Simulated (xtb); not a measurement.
Cl3NbO, singlet, from a rough starting geometry (GFN-xTB shapes and energies of metal compounds can be far from the true ones); GFN2-xTB in xtb.

xtb was given this input:
```
$ xtb mol.xyz --gfn 2 --opt vtight --json

# file mol.xyz
5

Nb     0.13595024    -0.13362531    -0.12532517
O      1.53215655    -0.69227915    -0.81110608
Cl     0.59436635     0.95269672     1.87191540
Cl    -0.88955499     1.39263691    -1.34384505
Cl    -1.29562172    -1.67065254     0.37050052
```

The log (banner, timings and long lists left out):

```
   ID    Z sym.   atoms
    1   41 Nb     1
    2    8 O      2
    3   17 Cl     3-5

           -------------------------------------------------
          |                Calculation Setup                |
           -------------------------------------------------

           -------------------------------------------------
          |                 G F N 2 - x T B                 |
           -------------------------------------------------

          ...................................................
          :                      SETUP                      :
          :.................................................:
          :  # basis functions                  44          :
          :  # atomic orbitals                  40          :
          :  # shells                           14          :
          :  # electrons                        32          :
          :  max. iterations                   250          :
          :  Hamiltonian                  GFN2-xTB          :
          :  restarted?                      false          :
          :  GBSA solvation                  false          :
          :  PC potential                    false          :
          :  electronic temp.          300.0000000     K    :
          :  accuracy                    1.0000000          :
          :  -> integral cutoff          0.2500000E+02      :
          :  -> integral neglect         0.1000000E-07      :
          :  -> SCF convergence          0.1000000E-05 Eh   :
          :  -> wf. convergence          0.1000000E-03 e    :
          :  Broyden damping             0.4000000          :
          :  net charge                          0          :
          :  unpaired electrons                  0          :
          ...................................................

 iter      E             dE          RMSdq      gap      omega  full diag
   1      1.9243893  0.192439E+01  0.420E+01    0.96       0.0  T
   2     -9.4888728 -0.114133E+02  0.336E+01   12.01       1.0  T
   3    -13.3169786 -0.382811E+01  0.237E+01   11.63       1.0  T
   4    -19.7234584 -0.640648E+01  0.522E+00    2.64       1.0  T
   5    -19.6503431  0.731153E-01  0.642E+00    3.62       1.0  T
   6    -19.7663335 -0.115990E+00  0.576E+00    3.30       1.0  T
   7     -6.8456974  0.129206E+02  0.347E+01    0.93       1.0  T
   8    -17.7434997 -0.108978E+02  0.162E+01    1.85       1.0  T
   9     -6.0496166  0.116939E+02  0.386E+01    0.75       1.0  T
[...]
         :: total energy             -19.744030960743 Eh    ::
 * total energy  :   -19.7440310 Eh     change       -0.3398483E-08 Eh
 * total energy  :   -19.7465245 Eh     change       -0.2493527E-02 Eh
 * total energy  :   -19.7472855 Eh     change       -0.7610493E-03 Eh
 * total energy  :   -19.7473828 Eh     change       -0.9726864E-04 Eh
 * total energy  :   -19.7473885 Eh     change       -0.5704942E-05 Eh
 * total energy  :   -19.7473890 Eh     change       -0.4387629E-06 Eh
 * total energy  :   -19.7473893 Eh     change       -0.3444820E-06 Eh
 * total energy  :   -19.7473893 Eh     change       -0.3383676E-07 Eh
   *** GEOMETRY OPTIMIZATION CONVERGED AFTER 8 ITERATIONS ***
         :: total energy             -19.747389330930 Eh    ::
[...]
       ...                                ...                  ...
        40                          0.7723563              21.0169
      -------------------------------------------------------------
                  HL-Gap            0.1291927 Eh            3.5155 eV
             Fermi-level           -0.4043172 Eh          -11.0020 eV

     #   Z          covCN         q      C6AA      α(0)
     1  41 Nb       3.038     0.351   358.959    40.041
     2   8 O        0.734    -0.292    19.690     5.946
     3  17 Cl       0.768    -0.020    99.624    15.268
     4  17 Cl       0.768    -0.020    99.621    15.268
     5  17 Cl       0.768    -0.020    99.623    15.268

 Mol. C6AA /au·bohr⁶  :       2796.736645
 Mol. C8AA /au·bohr⁸  :     181407.404735
 Mol. α(0) /au        :         91.791362

Wiberg/Mayer (AO) data.
largest (>0.10) Wiberg bond orders for each atom

 ---------------------------------------------------------------------------
     #   Z sym  total        # sym  WBO       # sym  WBO       # sym  WBO
 ---------------------------------------------------------------------------
     1  41 Nb   6.524 --     2 O    2.293     4 Cl   1.410     3 Cl   1.410
                             5 Cl   1.410
     2   8 O    2.565 --     1 Nb   2.293
     3  17 Cl   1.681 --     1 Nb   1.410
     4  17 Cl   1.681 --     1 Nb   1.410
     5  17 Cl   1.681 --     1 Nb   1.410
 ---------------------------------------------------------------------------

Topologies differ in total number of bonds
Writing topology from bond orders to xtbtopo.mol

molecular dipole:
                 x           y           z       tot (Debye)
 q only:       -0.689       0.299       0.364
   full:       -1.413       0.613       0.747       4.351
molecular quadrupole (traceless):
                xx          xy          yy          xz          yz          zz
 q only:       -1.673       1.475       0.968       1.744      -0.781       0.705
  q+dip:       -2.870       2.550       1.652       2.995      -1.348       1.218
   full:       -3.379       2.983       1.953       3.523      -1.577       1.426

optimized geometry written to: xtbopt.xyz

           -------------------------------------------------
          | TOTAL ENERGY              -19.747389330930 Eh   |
          | GRADIENT NORM               0.000059031186 Eh/α |
          | HOMO-LUMO GAP               3.515512017974 eV   |
           -------------------------------------------------

normal termination of xtb
```
